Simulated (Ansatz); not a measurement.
SiNH8ClO, singlet: at a first-order saddle point.

Input (in.yaml):

```yaml
crystal:
  periodic: [false, false, false]
  atoms:
    - {symbol: Si, position_ang: [-1.005152, -0.088147, -0.670891]}
    - {symbol: H, position_ang: [0.194016, -1.349131, -0.389264]}
    - {symbol: H, position_ang: [-1.113610, -0.747513, -2.000226]}
    - {symbol: H, position_ang: [-2.001854, 1.028069, -0.830412]}
    - {symbol: Cl, position_ang: [-1.938679, -0.870971, 1.043178]}
    - {symbol: H, position_ang: [1.017327, 0.393076, 0.691462]}
    - {symbol: N, position_ang: [0.420570, 1.017424, -0.335377]}
    - {symbol: H, position_ang: [0.797957, -1.138856, 0.441579]}
    - {symbol: O, position_ang: [1.422624, -0.542913, 1.260956]}
    - {symbol: H, position_ang: [1.119253, 0.968771, -1.071988]}
    - {symbol: H, position_ang: [0.137398, 1.985317, -0.232291]}
    - {symbol: H, position_ang: [0.950150, -0.655127, 2.093273]}
basis:
  gaussian: {orbitals: 6-31G}
hamiltonian: {xc: {name: B3LYP}, dispersion: d4}
```

Run by:

```bash
ansatz run in.yaml --threads 4 --pin off --events-out ev --progress --plain --max-ram 9574MiB
```

Output of Ansatz 0.2.0:

```
Functional definition: B3LYP
  name "B3LYP"
  cite "Stephens, Devlin, Chabalowski & Frisch, J. Phys. Chem. 98, 11623 (1994) doi:10.1021/j100096a001"
  cite "Becke, Phys. Rev. A 38, 3098 (1988) doi:10.1103/PhysRevA.38.3098"
  cite "Lee, Yang & Parr, Phys. Rev. B 37, 785 (1988) doi:10.1103/PhysRevB.37.785"
  cite "Vosko, Wilk & Nusair, Can. J. Phys. 58, 1200 (1980) doi:10.1139/p80-159"
  parameter a0 = 0.2
  parameter ax = 0.72
  parameter ac = 0.81
  exchange = (1 - a0 - ax)*slater_x + ax*b88_x + a0*exact_x
  correlation = (1 - ac)*vwn_rpa_c + ac*lyp_c
743 factors; integrals over basis functions are off by at most 4.4e-4 eV
mean field evaluation 1: about -24057.4829 eV, gradient 6.0e1 eV
mean field evaluation 2: about -24049.7491 eV, gradient 8.5e1 eV
mean field evaluation 4: about -24064.1025 eV, gradient 3.8e0 eV
mean field evaluation 8: about -24064.2955 eV, gradient 3.1e-1 eV
mean field evaluation 16: about -24064.2958 eV, gradient 6.8e-6 eV
mean field -24064.29581058 eV, -884.3465596731 hartree, gradient 6.9e-6 eV, S^2 0.000000; 0 other end points of the search recorded, 0 dependent functions left out
reference -24064.29604342 eV, -884.3465682302 hartree; 27, 27 occupied and 33, 33 virtual orbitals, 743 factors
Total energy: -24064.70233857 eV, -884.3614993012 hartree
```

The lines “mean field evaluation” count trial sets of orbitals through the whole run, from several starts and some on an approximate energy, so they need not fall steadily or lie above the final value.

Hardware: 4 CPU threads of an Arm Neoverse V1, shared host. Wall time about 0.85 s.
